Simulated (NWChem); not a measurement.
BH3Se; SMILES B[SeH]

This build's default masses of Se (78.918 u) and Br (79.917 u) are each other's, which moves their modes by up to 0.6 %.

Task: Give the equilibrium geometry at PBE-D3(BJ)/def2-SVP (NWChem) as a Z-matrix, with the point group.

Result: point group Cs; any orientation.
```
B
H 1 1.2101
H 1 1.2122 2 123.29
Se 1 1.9080 2 121.49 3 180.00
H 4 1.4874 1 97.71 2 0.00
```
